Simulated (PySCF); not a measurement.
# Working out the ionisation energy of W

W [Xe] 4f14 5d4 6s2 (5D) → W⁺ [Xe] 4f14 5d4 6s1 (6D). Computed with PySCF 2.14 in aug-cc-pVTZ-PP with one added diffuse shell each of s, p, d, f, g type with ECP60MDF (7s7p6d4f3g, 113 functions), with a scalar-relativistic core potential. Frozen: 5s2 5p6. Energies in hartree (1 hartree = 27.21139 eV):

```json
{"part": "UHF", "W (lower)": "-66.680850", "W⁺ (upper)": "-66.464567"}
{"part": "MP2 opposite-spin", "W (lower)": "-0.049859", "W⁺ (upper)": "0.000000"}
{"part": "MP2 same-spin", "W (lower)": "-0.049907", "W⁺ (upper)": "-0.050075"}
```

**Question.** What does Hartree-Fock give?

**Answer.** (-66.464567) − (-66.680850) = 0.216283 hartree = 5.885 eV.

**Question.** What do MP2 and SCS-MP2 (6/5 opposite-spin, 1/3 same-spin) give?

**Answer.** The opposite-spin parts differ by 1.357 eV and the same-spin parts by -0.005 eV. MP2: 5.885 + (1.357) + (-0.005) = 7.237 eV. SCS-MP2: 5.885 + 1.2 × (1.357) + (-0.005)/3 = 7.512 eV.

Measured between the centres of the two terms (NIST): 7.825 eV, so MP2 (valence) is off by -0.588 eV.

What remains against the reference includes basis incompleteness, the frozen core and correlation beyond second order.
